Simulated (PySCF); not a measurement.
# Radial density of F²⁺ (fluorine, charge +2)

UHF, [He] 2s2 2p3, high-spin 4S determinant. All numbers are calculated (PySCF 2.14, no relativity, point nucleus, in cc-pVDZ (3s2p1d, 14 functions)).

```
r (bohr)  4πr²ρ (e/bohr)  4πr²(ρα − ρβ)
 0.00373         0.07368         0.0001
 0.00628          0.2001         0.0003
  0.0106          0.5222         0.0008
  0.0178           1.301         0.0021
  0.0299           2.960         0.0056
  0.0503           5.832         0.0154
  0.0846           8.984         0.0535
   0.142           9.325         0.2366
   0.239           5.601         0.9005
   0.402           3.877         2.2878
   0.677           5.480         3.2647
    1.14           3.165         1.7670
    1.92          0.3818         0.1881
    3.22         0.01101         0.0086
```
